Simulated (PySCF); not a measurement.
Species: C6H9O2 (doublet state).
Cartesian coordinates in Å at the GFN2-xTB level; atoms count from 1:
```
atom  x, y, z in Å
C1    -2.0320   -0.0125   -0.5589
C2    -0.6349   -0.5711   -0.2393
C3     0.4274    0.0242   -1.0892
C4     1.4641    0.8257   -0.4129
C5     2.0074   -0.0581    0.7161
O6     3.1704   -0.3037    0.8666
O7     1.0740   -0.5917    1.5093
C8    -0.2844   -0.2970    1.2293
H9    -2.7785   -0.4700    0.0855
H10   -2.2851   -0.2232   -1.5937
H11   -2.0510    1.0643   -0.4112
H12   -0.6710   -1.6583   -0.4017
H13    0.6090   -0.3743   -2.0704
H14    2.2809    1.1100   -1.0724
H15    1.0515    1.7285    0.0560
H16   -0.8616   -0.9329    1.9030
H17   -0.4933    0.7521    1.4742
```

The hyperfine couplings belong to this conformer and change with its torsions.

The species is `C[C@H]1[CH]CC(=O)OC1` [radical].

Method used: UKS B3LYP, pcH-1 on C H O, non-relativistic, mean-field spin-orbit, GIAO (PySCF). One conformer (not necessarily the lowest) at the GFN2-xTB geometry, without solvent, vibrations or thermal averaging. The geometry wasn't refined by DFT: couplings that depend on bond lengths, twists or pyramidal angles can differ widely from those at the functional's own minimum. Stability of the SCF solution: not tested.

Largest spin populations (Mulliken): C3 (+1.00), C4 (-0.08) and C2 (-0.08). C3 is the only atom above +0.15. The angles at C3 add up to 357.0°, so it is nearly planar; its axial dipolar tensor and the negative coupling of its proton fit spin in a p orbital normal to that plane.

Question: McConnell's relation a(H) = Q·ρ ties the coupling of a proton on a planar π carbon to the spin population of that carbon. What Q do the computed values give?

Answer: 
| H | C | ρ(C) | a(H) (G) | a/ρ (G) |
| --- | --- | --- | --- | --- |
| H13 | C3 | +1.000 | -20.23 | -20.2 |

One proton gives one ratio, Q = -20.2 G, and no test of linearity. In every row coupling and population have opposite signs.

Question: How do the β-proton couplings of this frozen conformer go with θ, the angle between the C–H bond and the normal to the plane of the spin centre's three neighbours, both seen down the bond from centre to carbon?

Answer: 
```tsv
β H	on	centre	θ (°)	cos²θ	a (G)
H12	C2	C3	43	0.54	+26.38
H14	C4	C3	90	0.00	+0.91
H15	C4	C3	34	0.69	+43.64
```

Fitting the Heller–McConnell form a = ρ(B0 + B2 cos²θ), with Mulliken ρ = 1.00, gives B0 = -0.1 G and B2 = 58.4 G, with a largest miss of 4.8 G.

Couplings in gauss use g_iso = 2.0027.

On Arm Neoverse V1, one thread (shared host), this took 99 s (with the writing of density and orbital grids) and 0.97 GiB of memory at its peak.
